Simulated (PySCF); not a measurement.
```xyz
10

N     -1.6839     0.4587     0.3581
C     -0.3508     0.5835     0.2118
O      0.2477     1.6104     0.5043
Si     0.7561    -0.8373    -0.4720
O      2.2395    -0.1548    -0.4344
H     -2.2165     1.2346     0.7211
H     -2.1646    -0.3882     0.1149
H      0.6639    -2.0413     0.3947
H      0.3402    -1.2139    -1.8485
H      2.1683     0.7484    -0.0909
```

Charge 0, multiplicity 1.

Task: Give the Mulliken and meta-Löwdin atomic charges from PBE0-D4/def2-TZVP run with PySCF 2.14.0.

Result: 
```csv
atom,Mulliken (e),meta-Löwdin (e)
N1,-0.40,-0.42
C2,0.20,0.20
O3,-0.40,-0.49
Si4,0.35,0.82
O5,-0.52,-0.76
H6,0.24,0.25
H7,0.25,0.25
H8,-0.03,-0.11
H9,-0.03,-0.11
H10,0.34,0.36
```
